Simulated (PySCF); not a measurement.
C4H3ClF2. Atoms are numbered in the order given.

```xyz
10

C     -2.3750    -0.0114    -1.4191
C     -1.6040    -0.2317    -0.1606
F     -2.4080    -0.4164     0.9047
C     -0.2985    -0.2604    -0.0204
C      1.0017    -0.2466     0.0767
F      1.7752    -1.3224    -0.0542
Cl     1.9475     1.1776     0.3930
H     -1.7041     0.1393    -2.2738
H     -3.0259    -0.8796    -1.6146
H     -3.0271     0.8704    -1.3061
```
Charge 0, spin multiplicity 1.

Geometry: B3LYP-D3(BJ)/def2-SVP.

The numbers are results of PBE0/pcSseg-1 in PySCF, not measurements.

GIAO shieldings, no solvent; atoms alike by connectivity are averaged. δ = σ(ref) − σ: ¹³C against TMS (σ = 186.3 ppm); ¹⁹F against CFCl3 (σ = 167.2 ppm); ³⁵Cl against HCl (σ = 945.9 ppm); ¹H against TMS (σ = 31.56 ppm), references at their B3LYP-D3(BJ)/def2-TZVP geometries, non-relativistic (without spin–orbit terms, shifts of atoms bonded to Cl or Br come out too high).

```tsv
nucleus	atoms	count	δ (ppm)
¹³C	C4	1	179.3
¹³C	C2	1	152.9
¹³C	C5	1	142.8
¹³C	C1	1	24.3
¹⁹F	F6	1	-66.2
¹⁹F	F3	1	-84.2
³⁵Cl	Cl7	1	313.3
¹H	H8, H9, H10	3	2.50
```
